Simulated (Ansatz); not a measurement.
Correlation energies of CCl2GaN, SMILES `N#[C][Ga]([Cl])[Cl]` by basis set

```xyz
5

N     1.430   -0.123   -2.036
C     0.768   -0.067   -1.094
Ga   -0.333    0.029    0.474
Cl   -1.341    1.819    0.936
Cl   -0.524   -1.657    1.720
```

Charge 0, multiplicity 1. Correlated methods include outer-core shells of Ga, which these sets cover unevenly. Scalar relativity is left out up to krypton. All single points use the PBE0-D4/def2-TZVP geometry. Frozen core, restricted reference, the Gaussian-basis code of Ansatz.

```
     basis      HF (Eh)  MP2 corr.  CCSD corr.       (T)  CCSD(T) total
  def2-SVP  -2934.07754          ?    -0.75263  -0.02590              ?
def2-TZVPP            ?          ?    -0.93791  -0.04566              ?
def2-QZVPP            ?   -1.22232           –         –              –
```

(1) Fill in the withheld values. (An estimate is asked.)

Results:

(1) The calculation gave: def2-SVP MP2 corr.: -0.73771; def2-SVP CCSD(T) total: -2934.85607; def2-TZVPP HF (Eh): -2934.75150; def2-TZVPP MP2 corr.: -0.91516; def2-TZVPP CCSD(T) total: -2935.73507; def2-QZVPP HF (Eh): -2934.81994.
